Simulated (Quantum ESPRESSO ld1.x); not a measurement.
Kr, 36 electrons, occupied as [Kr].

Method: scalar-relativistic Kohn-Sham, LDA (Slater exchange, VWN5 correlation), spin-polarised, spherical densities, point nucleus; computed with ld1.x of Quantum ESPRESSO 7.5.

Energy parts (eV):
| part | energy |
|---|---|
| total | -75834.26 |
| kinetic | 77542.75 |
| electron-nucleus | -183005.54 |
| Hartree | 32159.60 |
| exchange-correlation | -2531.07 |

Orbitals (lengths in bohr, moments of r in powers of bohr; r(90%) holds 90 % of the orbital's charge):
orbital  occ.  eigenvalue (eV)  r(90%)   <1/r>     <r^2>       <r^4>
1s          2         -14135.7  0.0743   36.72  0.002324  0.00001392
2s          2         -1861.85   0.284   8.152   0.03982    0.002738
2p          6         -1647.75   0.261   7.979   0.03142    0.001976
3s          2         -263.067   0.791   2.696    0.3248      0.1671
3p          6         -194.911   0.826   2.546    0.3432      0.1986
3d         10         -81.7096   0.912   2.271    0.3817      0.3108
4s          2         -23.2274    2.34  0.8544     2.823       12.98
4p          6          -9.3925    3.01  0.6859     4.458       36.35
5s          0          -0.4133    11.0  0.1939     56.55        7086

The highest occupied level is 4p at -9.393 eV. The density falls to 0.001 e/bohr^3 at r = 4.04 bohr. Summed over all electrons, <r^2> = 39.19 bohr^2, which gives a Langevin (diamagnetic) susceptibility term of -31 x 10^-6 cm^3/mol.
